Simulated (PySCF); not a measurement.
Atom-mapped SMILES (the numbers label the heavy atoms): `[NH2:1][SiH:2]1[SiH2:3][SiH2:4][SiH2:5]1` (H(Xn): hydrogen on atom n). Ha(Si3), Ha(Si4), Ha(Si5) are cis to N1 on the ring; Hb(Si3), Hb(Si4), Hb(Si5) are trans to N1 on the ring.

- GFN2-xTB geometry
- shieldings: GIAO PBE0/pcSseg-1
- code: PySCF 2.14.0 with density-fitted response routines
- single conformer, non-relativistic, equivalent nuclei averaged, no solvent

Shifts are taken against calculated references (same method and geometry level): ¹H and ²⁹Si against TMS; ¹⁵N against NH3.

| atoms | nucleus | count | Hirshfeld charge | δ (ppm) |
| --- | --- | --- | --- | --- |
| Ha(Si3)/Ha(Si5) | ¹H | 2 | -0.07 | 4.17 |
| H(N1) | ¹H | 2 | 0.12 | ? |
| Hb(Si3)/Hb(Si5) | ¹H | 2 | -0.08 | ? |
| Ha(Si4) | ¹H | 1 | -0.08 | ? |
| N1 | ¹⁵N | 1 | -0.32 | 9.3 |
| Si3/Si5 | ²⁹Si | 2 | 0.13 | -85.5 |
| Si4 | ²⁹Si | 1 | 0.13 | -113.9 |
| Si2 | ²⁹Si | 1 | 0.23 | -8.8 |
| Hb(Si4) | ¹H | 1 | -0.07 | 3.79 |
| H(Si2) | ¹H | 1 | -0.08 | 5.97 |

Problem. Estimate the values marked ?.

Solution. 
- Hb(Si3)/Hb(Si5): 4.16 ppm, hydrogen on a silicon bonded to 2 Si, in a 4-membered ring
- Ha(Si4): 3.90 ppm, hydrogen on a silicon bonded to 2 Si, in a 4-membered ring
- H(N1): -0.13 ppm, hydrogen on a nitrogen bonded to Si; labile proton, position sensitive to the medium

OH/NH shifts are gas-phase values; hydrogen bonding in solution moves them, usually downfield. Experimental scales use liquid or dissolved standards, which lie at an offset from isolated NH3 (liquid NH3: subtract about 20 ppm).
